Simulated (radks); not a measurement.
The numbers below are computed, except where a source is named.
Coulomb parameter of the 4f shell of the praseodymium ion Pr3+ in the model configuration [Xe] 4f0.5 6s1.5, as a second difference U = [E(n + 0.5) + E(n - 0.5) - 2 E(n)] / (0.5)^2 with all orbitals relaxed. "Bare": the charge of the atom changes with n. "Screened": the 6s shell takes up the change at fixed total charge, which measures U(4f,4f) + U(6s,6s) - 2 U(4f,6s). Level of theory: scalar-relativistic Kohn-Sham, PBE, spin-unpolarised, spherical densities, finite nucleus; Fermi nuclear charge, rms radius 4.8919 fm (a radial shooting solver on a logarithmic mesh with Libxc functionals).

case,configuration,E - E(n) (eV)
start,[Xe] 4f0.5 6s1.5,0.000
bare +0.5,[Xe] 4f1 6s1.5,-20.044
bare -0.5,[Xe] 6s1.5,24.970
screened +0.5,[Xe] 4f1 6s1,-9.196
screened -0.5,[Xe] 6s2,11.389

U(bare) = 19.704 eV, U(screened by 6s) = 8.771 eV, against the Slater integral F0(4f,4f) = 27.578 eV with frozen orbitals.
